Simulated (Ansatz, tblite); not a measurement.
Cost and result up the ladder for Al4Ru (5 atoms). Charge 0, multiplicity 1. Geometry: PBE0-D4/def2-SVP.

```xyz
5

Ru    0.686   -0.004   -0.649
Al    0.418   -0.310    1.597
Al    0.573    2.253    0.128
Al   -1.569    0.316   -0.509
Al   -0.108   -2.256   -0.568
```

Ansatz on 4 threads of Arm Neoverse V1 on a shared host; xTB runs through tblite on one thread. Times are rough, summed over both states, and most runs start from the orbitals of an earlier one. PBE0-D4/def2-TZVP serves as the yardstick here, not as an exact answer. The other state is a quintet at its own geometry.

In the def2 sets Ru takes a core potential; there is no spin–orbit coupling. The xTB rows come from tblite. HSE06 is defined as in plane-wave codes, on full-range PBE exchange. The structure comes from a short search, and lower isomers may exist.

Run but left out: B2PLYP/def2-TZVP (singlet: restricted singlet, unstable in another Hartree–Fock run and untested here).

xTB has no spin-polarisation term.

| level | functions | wall time | quintet − singlet (eV) | difference from PBE0-D4/def2-TZVP (eV) |
| --- | --- | --- | --- | --- |
| GFN1-xTB | 45 | 0.013 s | 3.45 | 1.61 |
| GFN2-xTB | 45 | 0.1 s | -0.37 | -2.22 |
| PBE-D4/def2-TZVP | 188 | 13 s | 2.20 | 0.35 |
| HSE06-D4/def2-TZVP | 188 | 16 s | 1.89 | 0.04 |
| PBE0-D4/def2-TZVP | 188 | 22 s | 1.84 | 0.00 |
| r2SCAN-D4/def2-TZVP (with forces) | 188 | 34 s | 2.06 | 0.22 |
